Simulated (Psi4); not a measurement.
Job for Psi4: SAPT0/jun-cc-pV(D+d)Z on C3H10O (a complex), monomers drawn apart or pushed together.

```
memory 2025 MB

molecule dimer {
0 1
C     0.10011535    0.04827125   -0.37655289
H     1.14705982    0.28507369   -0.56453862
H    -0.50866659    0.43419237   -1.19349579
H    -0.01936544   -1.03351848   -0.31961153
H    -0.21394075    0.50107125    0.56259293
--
0 1
C     1.08815536    0.22723222    3.64826498
O    -0.29667171    0.45247616    3.50347021
C    -1.05160161   -0.73156765    3.63435177
H     1.46332475   -0.46385704    2.88234584
H     1.32413172   -0.18692819    4.63734141
H     1.58846260    1.18780525    3.53566674
H    -0.77394870   -1.46976567    2.87079522
H    -2.09999669   -0.46601293    3.50730008
H    -0.91367197   -1.18599712    4.62430118
units angstrom
symmetry c1
no_reorient
no_com
}

set {
  basis jun-cc-pV(D+d)Z
  scf_type df
  freeze_core true
}

energy('sapt0')
```

Output:

```
[...]
==> Input File <==

--------------------------------------------------------------------------
memory 2025 MB

molecule dimer {
0 1
C     0.10011535    0.04827125   -0.37655289
H     1.14705982    0.28507369   -0.56453862
H    -0.50866659    0.43419237   -1.19349579
H    -0.01936544   -1.03351848   -0.31961153
H    -0.21394075    0.50107125    0.56259293
--
0 1
C     1.08815536    0.22723222    3.64826498
O    -0.29667171    0.45247616    3.50347021
C    -1.05160161   -0.73156765    3.63435177
H     1.46332475   -0.46385704    2.88234584
H     1.32413172   -0.18692819    4.63734141
H     1.58846260    1.18780525    3.53566674
H    -0.77394870   -1.46976567    2.87079522
H    -2.09999669   -0.46601293    3.50730008
H    -0.91367197   -1.18599712    4.62430118
units angstrom
symmetry c1
no_reorient
no_com
}

set {
  basis jun-cc-pV(D+d)Z
  scf_type df
  freeze_core true
}

energy('sapt0')
--------------------------------------------------------------------------


   => Loading Basis Set <=

    Name: JUN-CC-PV(D+D)Z
    Role: ORBITAL
    Keyword: BASIS
    atoms 1, 6, 8   entry C          line   188 file jun-cc-pv_dpd_z.gbs
    atoms 2-5, 9-14 entry H          line    60 file jun-cc-pv_dpd_z.gbs
    atoms 7         entry O          line   256 file jun-cc-pv_dpd_z.gbs

   => Loading Basis Set <=

    Name: JUN-CC-PV(D+D)Z
    Role: ORBITAL
    Keyword: BASIS
    atoms 1, 6, 8   entry C          line   188 file jun-cc-pv_dpd_z.gbs
    atoms 2-5, 9-14 entry H          line    60 file jun-cc-pv_dpd_z.gbs
    atoms 7         entry O          line   256 file jun-cc-pv_dpd_z.gbs


  //>>>>>>>>>>>>>>>>>>>>>>>>>>>>>>>>>>>//
  //              Dimer HF             //
  //<<<<<<<<<<<<<<<<<<<<<<<<<<<<<<<<<<<//

   => Libint2 <=

    Primary   basis highest AM E, G, H:  7, 6, 3
    Auxiliary basis highest AM E, G, H:  7, 7, 4
    Onebody   basis highest AM E, G, H:  -, -, -
    Solid Harmonics ordering:            Gaussian


   => Loading Basis Set <=

    Name: JUN-CC-PV(D+D)Z
    Role: ORBITAL
    Keyword: BASIS
    atoms 1, 6, 8   entry C          line   188 file jun-cc-pv_dpd_z.gbs
    atoms 2-5, 9-14 entry H          line    60 file jun-cc-pv_dpd_z.gbs
    atoms 7         entry O          line   256 file jun-cc-pv_dpd_z.gbs


         ---------------------------------------------------------
                                   SCF
               by Justin Turney, Rob Parrish, Andy Simmonett
                          and Daniel G. A. Smith
                              RHF Reference
                        1 Threads,   1931 MiB Core
         ---------------------------------------------------------

  ==> Geometry <==

    Molecular point group: c1
    Full point group: C1

    Geometry (in Angstrom), charge = 0, multiplicity = 1:

       Center              X                  Y                   Z               Mass
    ------------   -----------------  -----------------  -----------------  -----------------
         C            0.100115350000     0.048271250000    -0.376552890000    12.000000000000
         H            1.147059820000     0.285073690000    -0.564538620000     1.007825032230
         H           -0.508666590000     0.434192370000    -1.193495790000     1.007825032230
         H           -0.019365440000    -1.033518480000    -0.319611530000     1.007825032230
         H           -0.213940750000     0.501071250000     0.562592930000     1.007825032230
         C            1.088155360000     0.227232220000     3.648264980000    12.000000000000
         O           -0.296671710000     0.452476160000     3.503470210000    15.994914619570
         C           -1.051601610000    -0.731567650000     3.634351770000    12.000000000000
         H            1.463324750000    -0.463857040000     2.882345840000     1.007825032230
         H            1.324131720000    -0.186928190000     4.637341410000     1.007825032230
         H            1.588462600000     1.187805250000     3.535666740000     1.007825032230
         H           -0.773948700000    -1.469765670000     2.870795220000     1.007825032230
         H           -2.099996690000    -0.466012930000     3.507300080000     1.007825032230
         H           -0.913671970000    -1.185997120000     4.624301180000     1.007825032230

  Running in c1 symmetry.

  Rotational constants: A =      0.28076  B =      0.02742  C =      0.02583 [cm^-1]
  Rotational constants: A =   8417.06090  B =    822.10778  C =    774.24342 [MHz]
  Nuclear repulsion =  130.652301646862696

  Charge       = 0
  Multiplicity = 1
  Electrons    = 36
  Nalpha       = 18
  Nbeta        = 18

  ==> Algorithm <==

  SCF Algorithm Type is DF.
  DIIS enabled.
  MOM disabled.
  Fractional occupation disabled.
  Guess Type is SAD.
  Energy threshold   = 1.00e-08
  Density threshold  = 1.00e-08
  Integral threshold = 1.00e-12

  ==> Primary Basis <==

  Basis Set: JUN-CC-PV(D+D)Z
    Blend: JUN-CC-PV(D+D)Z
    Number of shells: 62
    Number of basis functions: 122
    Number of 
[...]
   112A      3.027402
     113A      3.323132   114A      3.427559   115A      3.448777
     116A      3.555331   117A      3.670114   118A      3.717449
     119A      5.042383   120A      5.049170   121A      5.061573
     122A     18.439558

    Final Occupation by Irrep:
              A
    DOCC [    13 ]
    NA   [    13 ]
    NB   [    13 ]

  @DF-RHF Final Energy:  -154.08173613149719

   => Energetics <=

    Nuclear Repulsion Energy =             83.9119823244134153
    One-Electron Energy =                -375.4422066365738715
    Two-Electron Energy =                 137.4484881806632472
    Total Energy =                       -154.0817361314971947

Computation Completed


Properties will be evaluated at   0.000000,   0.000000,   0.000000 [a0]

Properties computed using the SCF density matrix


 Multipole Moments:

 ------------------------------------------------------------------------------------
     Multipole            Electronic (a.u.)      Nuclear  (a.u.)        Total (a.u.)
 ------------------------------------------------------------------------------------

 L = 1.  Multiply by 2.5417464519 to convert [e a0] to [Debye]
 Dipole X            :          3.2137656           -2.9588377            0.2549280
 Dipole Y            :          3.1922832           -3.7623672           -0.5700840
 Dipole Z            :       -177.1089681          177.2208076            0.1118395
 Magnitude           :                                                    0.6344227

 ------------------------------------------------------------------------------------

  Constructing Basis Sets for SAPT...

   => Loading Basis Set <=

    Name: (JUN-CC-PV(D+D)Z AUX)
    Role: RIFIT
    Keyword: DF_BASIS_SAPT
    atoms 1, 6, 8   entry C          line   100 file jun-cc-pvdz-ri.gbs
    atoms 2-5, 9-14 entry H          line    30 file jun-cc-pvdz-ri.gbs
    atoms 7         entry O          line   188 file jun-cc-pvdz-ri.gbs

   => Loading Basis Set <=

    Name: (JUN-CC-PV(D+D)Z AUX)
    Role: JKFIT
    Keyword: DF_BASIS_ELST
    atoms 1, 6, 8   entry C          line   146 file jun-cc-pvdz-jkfit.gbs
    atoms 2-5, 9-14 entry H          line    70 file jun-cc-pvdz-jkfit.gbs
    atoms 7         entry O          line   258 file jun-cc-pvdz-jkfit.gbs


  //>>>>>>>>>>>>>>>>>>>>>>>>>>>>>>>>>>>//
  //               SAPT0               //
  //<<<<<<<<<<<<<<<<<<<<<<<<<<<<<<<<<<<//



        SAPT0
    Ed Hohenstein
     6 June 2009

      Orbital Information
  --------------------------
    NSO        =       122
    NMO        =       122
    NRI        =       400
    NRI (Elst) =       546
    NOCC A     =         5
    NOCC B     =        13
    FOCC A     =         1
    FOCC B     =         3
    NVIR A     =       117
    NVIR B     =       109

    Elst10,r            =    -0.000665803552 [Eh]
    Exch10              =     0.000872727635 [Eh]
    Exch10 (S^2)        =     0.000872165419 [Eh]

    Maxiter = 50
    CPHF R converge = 1.000000E-08

    Iter     Energy [mEh]          dE [mEh]         Residual      Time [s]
       1      -0.15686814       0.156868142     1.769843e-03             0
       2      -0.19031250       0.033444359     3.648248e-04             0
       3      -0.19040142       0.000088924     1.024123e-04             0
       4      -0.18994613      -0.000455298     2.192670e-05             0
       5      -0.18991237      -0.000033757     3.132232e-06             0
       6      -0.18993090       0.000018536     4.117941e-07             1
       7      -0.18992923      -0.000001677     5.762426e-08             1
       8      -0.18992937       0.000000140     7.020932e-09             1

    CHF Iterations converged

    Maxiter = 50
    CPHF R converge = 1.000000E-08

    Iter     Energy [mEh]          dE [mEh]         Residual      Time [s]
       1      -0.02865945       0.028659448     6.978239e-04             0
       2      -0.03488079       0.006221341     1.513022e-04             0
       3      -0.03469807      -0.000182717     6.957600e-05             0
       4      -0.03460930      -0.000088774     1.518644e-05             0
       5      -0.03461979       0.000010498     4.347162e-06             0
       6      -0.03462500       0.000005207     9.853935e-07             0
       7      -0.03462464      -0.000000366     2.785847e-07             0
       8      -0.03462433      -0.000000309     5.687305e-08             0
       9      -0.03462438       0.000000059     1.246944e-08             0
      10      -0.03462438      -0.000000000     3.917227e-09             0

    CHF Iterations converged

    Ind20,r (A<-B)      =    -0.000189929367 [Eh]
    Ind20,r (B<-A)      =    -0.000034624385 [Eh]
    Ind20,r             =    -0.000224553752 [Eh]
    Exch-Ind20,r (A<-B) =     0.000108287082 [Eh]
    Exch-Ind20,r (B<-A) =     0.000021365017 [Eh]
    Exch-Ind20,r        =     0.000129652099 [Eh]
    Disp20              =    -0.001252584690 [Eh]
    Disp20 (SS)         =    -0.000626292345 [Eh]
    Disp20 (OS)         =    -0.000626292345 [Eh]
    Exch-Disp20         =     0.000074451147 [Eh]
    Exch-Disp20 (SS)    =     0.000042455219 [Eh]
    Exch-Disp20 (OS)    =     0.000031995929 [Eh]

    SAPT Results
  --------------------------------------------------------------------------------------------------------
    Electrostatics                 -0.66580355 [mEh]      -0.41779804 [kcal/mol]      -1.74806699 [kJ/mol]
      Elst10,r                     -0.66580355 [mEh]      -0.41779804 [kcal/mol]      -1.74806699 [kJ/mol]

    Exchange                        0.87272764 [mEh]       0.54764486 [kcal/mol]       2.29134609 [kJ/mol]
      Exch10                        0.87272764 [mEh]       0.54764486 [kcal/mol]       2.29134609 [kJ/mol]
      Exch10(S^2)                   0.87216542 [mEh]       0.54729206 [kcal/mol]       2.28986999 [kJ/mol]

    Induction                      -0.15290113 [mEh]      -0.09594690 [kcal/mol]      -0.40144185 [kJ/mol]
      Ind20,r                      -0.22455375 [mEh]      -0.14090961 [kcal/mol]      -0.58956579 [kJ/mol]
      Exch-Ind20,r                  0.12965210 [mEh]       0.08135792 [kcal/mol]       0.34040154 [kJ/mol]
      delta HF,r (2)               -0.05799947 [mEh]      -0.03639522 [kcal/mol]      -0.15227759 [kJ/mol]

    Dispersion                     -1.17813354 [mEh]      -0.73928996 [kcal/mol]      -3.09318919 [kJ/mol]
      Disp20                       -1.25258469 [mEh]      -0.78600876 [kcal/mol]      -3.28866065 [kJ/mol]
      Exch-Disp20                   0.07445115 [mEh]       0.04671880 [kcal/mol]       0.19547146 [kJ/mol]
      Disp20 (SS)                  -0.62629234 [mEh]      -0.39300438 [kcal/mol]      -1.64433033 [kJ/mol]
      Disp20 (OS)                  -0.62629234 [mEh]      -0.39300438 [kcal/mol]      -1.64433033 [kJ/mol]
      Exch-Disp20 (SS)              0.04245522 [mEh]       0.02664105 [kcal/mol]       0.11146616 [kJ/mol]
      Exch-Disp20 (OS)              0.03199593 [mEh]       0.02007775 [kcal/mol]       0.08400530 [kJ/mol]

  Total HF                          0.05402296 [mEh]       0.03389992 [kcal/mol]       0.14183726 [kJ/mol]
  Total SAPT0                      -1.12411058 [mEh]      -0.70539004 [kcal/mol]      -2.95135193 [kJ/mol]

  Special recipe for scaled SAPT0 (see Manual):
    Electrostatics sSAPT0          -0.66580355 [mEh]      -0.41779804 [kcal/mol]      -1.74806699 [kJ/mol]
    Exchange sSAPT0                 0.87272764 [mEh]       0.54764486 [kcal/mol]       2.29134609 [kJ/mol]
    Induction sSAPT0               -0.15265023 [mEh]      -0.09578947 [kcal/mol]      -0.40078313 [kJ/mol]
    Dispersion sSAPT0              -1.17798947 [mEh]      -0.73919955 [kcal/mol]      -3.09281093 [kJ/mol]
  Total sSAPT0                     -1.12371562 [mEh]      -0.70514220 [kcal/mol]      -2.95031496 [kJ/mol]
  --------------------------------------------------------------------------------------------------------



*** Psi4 exiting successfully. Buy a developer a beer!
```

The run finished.

Cost: roughly 6 core-seconds.
